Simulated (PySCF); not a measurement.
Several orderings of computed values.

All species are isolated and taken at one optimised geometry, non-relativistic unless stated. Electronic properties by PySCF.

The conformers computed, where there is a choice (atom-mapped SMILES and torsion angles):
- `[H]/[N:7]=[C:5](\[CH2:4][C:3]=[C+:2][CH3:1])[CH3:6]`: C3–C4–C5–C6 76°
- `[CH3:1][CH:2][O:3][CH2:4][O:5][CH2:6][CH3:7]`: C1–C2–O3–C4 -171°, C2–O3–C4–O5 178°, O3–C4–O5–C6 66°, C4–O5–C6–C7 174°
- `[CH2:1]=[C:2][CH2:3][S:4](=[O:5])(=[O:6])[CH:7]=[CH2:8]`: C1–C2–C3–S4 -1°, C2–C3–S4–O5 -70°, C3–S4–C7–C8 -97°
- `[SH:1][C:2]1[CH2:3][C:4]12[CH:5]=[CH:6][CH:7]=[CH:8]2`: H–S1–C2–C3 150°
- `[CH3:1]/[C:2](=[C:3]/[SiH2:4][Cl:5])[CH2:6][CH2:7][F:8]`: C2–C3–Si4–Cl5 48°, C1–C2–C6–C7 91°, C2–C6–C7–F8 -69°

(1) Rank by smallest rotational constant, highest first (GFN2-xTB).
A. `C/C(=[C]/[SiH2]Cl)CCF` [radical]
B. `[H]/N=C(/C)C[C]=[C+]C` [radical]
C. `C=[C]CS(=O)(=O)C=C` [radical]
D. `O(CO[CH]C)CC` [radical]
E. `[CH2+][CH]N=C1CCC1` [radical]
F. `S[C]1CC12C=CC=C2` [radical]

(2) Rank by isotropic g value, lowest first (unrestricted B3LYP/pcH-1, mean-field spin–orbit at GFN2-xTB geometries).
A. `C[CH]OCOCC` [radical]
B. `S[C]1CC12C=CC=C2` [radical]
C. `[CH2+][CH]N=C1CCC1` [radical]
D. `N(=C(/C[C]=[C+]C)C)/[H]` [radical]
E. `C=[C]CS(=O)(=O)C=C` [radical]
F. `C/C(CCF)=[C]/[SiH2]Cl` [radical]

## Answers

(1) E (1.271 GHz), B (1.201 GHz), C (1.128 GHz), F (1.072 GHz), D (0.955 GHz), A (0.605 GHz).

(2) F (2.00191), C (2.00243), E (2.00259), A (2.00317), D (2.00395), B (2.00443).
